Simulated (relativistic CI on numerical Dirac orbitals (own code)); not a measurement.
**Radial parameters of Re59+**

Computed by Dirac-Coulomb-Breit CI, orbitals from a KLI potential per configuration, a model potential for QED, unscaled Slater integrals (own radial code, finite nucleus).

Slater integrals F^k, G^k are unscaled and averaged over j, outside the closed core [Ne]; ζ comes from projecting the Hamiltonian with its Breit term on Σ l·s of the shell.

- 3s2 3p4: F^2(3p,3p) = 543680, ζ(3p) = 2.0251e+06 cm⁻¹; <r>(3p) = 0.1794, <r^2>(3p) = 0.0373 (bohr units).
- 3s2 3p3 3d: F^2(3p,3p) = 543360, ζ(3p) = 2.0237e+06, F^2(3p,3d) = 549190, G^1(3p,3d) = 569000, G^3(3p,3d) = 384590, ζ(3d) = 273870 cm⁻¹; <r>(3p) = 0.1795, <r^2>(3p) = 0.03734, <r>(3d) = 0.1593, <r^2>(3d) = 0.02925 (bohr units).
- 3s 3p5: G^1(3s,3p) = 692020, ζ(3p) = 2.0249e+06 cm⁻¹; <r>(3s) = 0.1827, <r^2>(3s) = 0.03816, <r>(3p) = 0.1794, <r^2>(3p) = 0.03733 (bohr units).

Averages of the first 10 configurations, taken without configuration mixing, which lowers the lowest level and can move excited configurations by several eV; other configurations of the list can lie among them:

```tsv
Configuration	Parity	States	Average energy above the lowest level (eV)
3s2 3p4	even	15	261.4
3s2 3p3 3d	odd	200	684.9
3s 3p5	odd	12	719.5
3p6	even	1	1201.4
3s 3p4 3d	even	300	1132.7
3s 3p3 3d2	odd	1800	1555.1
3p5 3d	odd	60	1604.4
3s2 3p2 3d 4p	odd	900	3586.6
3s 3p3 3d 4s	odd	800	3845.6
3p5 4s	odd	12	3908.9
```
